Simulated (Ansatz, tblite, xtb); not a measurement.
## How methods differ on Si2H3F3 (SMILES F[Si](F)(F)[SiH3])

Si2H3F3: 8 atoms, total charge 0, spin state singlet. As SMILES, `F[Si](F)(F)[SiH3]`. The shape is that of a PBE0-D4/def2-TZVP optimisation.

```xyz
8

F     1.3105   -1.0605    1.5048
Si    0.5344   -0.9905    0.1285
F    -0.4793   -2.2045    0.1079
F     1.5956   -1.2559   -1.0139
Si   -0.5507    1.0504   -0.1526
H    -1.5256    1.2279    0.9519
H     0.4606    2.1358   -0.1228
H    -1.2533    1.0404   -1.4595
```

Each level gives the dipole moment (D). The values are calculated.

```json
{"level": "GFN2-xTB", "kind": "semi-empirical", "program": "xtb", "value (D)": "2.25", "CPU time": "under 2 s"}
{"level": "GFN0-xTB", "kind": "semi-empirical", "program": "xtb", "value (D)": "1.67", "CPU time": "under 2 s"}
{"level": "GFN1-xTB", "kind": "semi-empirical", "program": "xtb", "value (D)": "1.98", "CPU time": "under 2 s"}
{"level": "IPEA1-xTB", "kind": "semi-empirical", "program": "tblite", "value (D)": "2.01", "CPU time": "under 2 s"}
{"level": "HF/STO-3G", "kind": "Hartree–Fock", "program": "Ansatz", "value (D)": "1.60", "CPU time": "1.5 s"}
{"level": "HF/3-21G", "kind": "Hartree–Fock", "program": "Ansatz", "value (D)": "2.73", "CPU time": "1.6 s"}
{"level": "HF/def2-SVP", "kind": "Hartree–Fock", "program": "Ansatz", "value (D)": "2.28", "CPU time": "5.2 s"}
{"level": "revPBE-D3(BJ)-ATM/cc-pV(T+d)Z", "kind": "GGA", "program": "Ansatz", "value (D)": "1.78", "CPU time": "5.2 s"}
{"level": "B3LYP/6-31G* (spherical functions)", "kind": "global hybrid", "program": "Ansatz", "value (D)": "1.93", "CPU time": "10 s"}
{"level": "B3LYP/6-31G* (Cartesian functions)", "kind": "global hybrid", "program": "Ansatz", "value (D)": "1.93", "CPU time": "10 s"}
```

The values span 1.60 to 2.73 D. Sets without polarisation functions give poor dipoles. Without the sets that lack polarisation functions the rows with a basis span only 1.78 to 2.28 D. CPU times are rough (shared hosts, several kinds of processor): they show what a rung costs within a factor of a few.
